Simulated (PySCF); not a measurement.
Badger's rule along the second period: bonds to As

PBE0 in PySCF with def2-TZVPPD on every atom, for the lowest determinant that a PBE0 search found; no spin–orbit coupling. Badger's rule says that Re = d + c·k^(−1/3) for bonds between atoms of fixed rows.

| molecule | state (unpaired electrons) | Re (Å) | k (mdyn/Å) |
| --- | --- | --- | --- |
| AsN | singlet (closed shell) | 1.603 | 9.48 |
| AsO | doublet (π ↑) | 1.615 | ? |
| AsF | triplet (π ↑↑) | 1.743 | ? |
| BAs | triplet (σ ↑, π ↑) | 1.845 | 3.85 |

Question: Fix c and d from AsN and BAs.

Answer: c = (1.845 − 1.603)/(3.85^(−1/3) − 9.48^(−1/3)) = 1.462, d = 1.603 − c·9.48^(−1/3) = 0.912 Å.

Question: Predict k of the others and set the computed values beside them.

Answer: 

```
molecule  k by the rule  k computed  difference (%)
     AsO           9.00        8.29               9
     AsF           5.45        4.26              28
```

The rule misses by 18 % on average; it knows nothing of spin state or of how ionic a bond is, and both change along this series.

States were picked by a PBE0 search and need not be the measured ground states.
